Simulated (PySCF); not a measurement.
C2H5S, SMILES [CH](C)S, multiplicity 2. Geometry: PBE-D3(BJ)/def2-TZVP. The isomer is the one that the SMILES or the coordinates give; other isomers of the formula were not compared. The values are those of a single conformer.

The numbers are results of PBE-D3(BJ)/def2-TZVP (PySCF), not measurements.

Harmonic wavenumbers (cm⁻¹): 142, 223, 317, 377, 708, 878, 972, 1038, 1101, 1279, 1352, 1413, 1429, 2574, 2892, 2961, 3032, 3132. Rotational constants (GHz): 38.34, 5.405, 4.906; symmetry number 1.

Work out the zero-point energy and the ideal-gas rigid-rotor harmonic-oscillator thermochemistry at 298.15 K and 1 atm.

ZPE = ½ Σ hcν = ½ × 25822 cm⁻¹ = 36.91 kcal/mol. H − E(el) = 40.67 kcal/mol. Entropy in cal/(mol K): translation 38.25, rotation 23.27, vibration 7.86, spin 1.38, total 70.76. G − E(el) = 19.58 kcal/mol. Cp = 17.68 cal/(mol K). Modes under 150 cm⁻¹ make the vibrational entropy uncertain.
